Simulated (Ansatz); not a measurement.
Cost and result for the atomization energy of `C=C[SiH](F)S[SiH2]Cl` (13 atoms, 12 bonds).

```xyz
13

C    -0.493    1.496   -1.131
C    -0.019    0.330   -1.561
Si   -0.442   -1.299   -0.804
F     0.864   -2.219   -0.886
S    -1.109   -1.129    1.211
Si    0.602   -0.182    2.055
Cl    0.240    1.797    2.474
H    -0.246    2.433   -1.622
H    -1.146    1.566   -0.267
H     0.636    0.322   -2.432
H    -1.524   -2.023   -1.506
H     0.890   -0.843    3.345
H     1.747   -0.250    1.125
```

Total charge 0; spin multiplicity 1. The structure was optimised at the PBE0-D4/def2-TZVP level. It is one conformer, not always the lowest. Program: Ansatz. All runs use 2 threads of an AMD EPYC 7R13 on a shared host and a share of an NVIDIA H100 80 GB. Times are those of one run each, without the atoms' runs, and a repeat can differ threefold. Electronic energies, without spin–orbit coupling; frozen cores. CCSD(T)/CBS adds CCSD(T) − MP2 in def2-TZVPP to the MP2 limit, and its time is that of the two runs behind it. T1 = 0.011. B3LYP takes the VWN-RPA correlation (the form of Gaussian; ORCA's B3LYP/G).

CCSD(T)/CBS is a level of theory with its own doubt, some kJ/mol a heavy atom from the limit and from the frozen cores, so smaller differences don't rank the functionals.

| level | functions | wall time |
| --- | --- | --- |
| PBE0-D4/def2-TZVPP | 345 | 2.2 s |
| PBE-D4/def2-TZVPP (with forces) | 345 | 2.5 s |
| B3LYP-D4/def2-TZVPP (with forces) | 345 | 2.6 s |
| B2PLYP/def2-TZVPP | 345 | 2.8 s |
| r2SCAN-D4/def2-TZVPP (with forces) | 345 | 3.1 s |
| ωB97X-V/def2-TZVPP | 345 | 3.2 s |
| ωB97M-V/def2-TZVPP (with forces) | 345 | 4 s |
| MP2/def2-QZVPP | 631 | 4.2 s |
| CCSD(T)/def2-TZVPP | 345 | 6.5 s |
| CCSD(T)/CBS(def2) | – | 11 s |

(1) What atomization energy does each give, and how far from CCSD(T)/CBS? (Best estimate.)

Results:

(1) Ansatz gave: 
| level | atomization (kcal/mol) | difference from CCSD(T)/CBS | per bond |
| --- | --- | --- | --- |
| PBE0-D4/def2-TZVPP | 1159.0 | -2.8 | -0.2 |
| PBE-D4/def2-TZVPP (with forces) | 1174.1 | 12.3 | 1.0 |
| B3LYP-D4/def2-TZVPP (with forces) | 1154.0 | -7.8 | -0.7 |
| B2PLYP/def2-TZVPP | 1141.5 | -20.3 | -1.7 |
| r2SCAN-D4/def2-TZVPP (with forces) | 1164.7 | 2.9 | 0.2 |
| ωB97X-V/def2-TZVPP | 1165.4 | 3.6 | 0.3 |
| ωB97M-V/def2-TZVPP (with forces) | 1165.0 | 3.2 | 0.3 |
| MP2/def2-QZVPP | 1171.9 | 10.1 | 0.8 |
| CCSD(T)/def2-TZVPP | 1127.3 | -34.5 | -2.9 |
| CCSD(T)/CBS(def2) | 1161.8 | 0.0 | 0.0 |

In def2-TZVPP, CCSD(T) changes the Hartree–Fock value by +261.7 kcal/mol (the triples alone add +18.6 kcal/mol) and MP2 by +285.8 kcal/mol; breaking electron pairs costs correlation energy, which Hartree–Fock lacks. The D4 term adds +17.5 kcal/mol with B3LYP and +9.4 kcal/mol with PBE0; it sums over pairs of atoms, weighted by their polarisabilities, and B3LYP, whose exchange is more repulsive, gets the larger term. From PBE to PBE0 (25 % exact exchange), in def2-TZVPP and without D4, the atomization energy moves by −13.7 kcal/mol: exact exchange takes away binding that semilocal exchange gives to molecules.
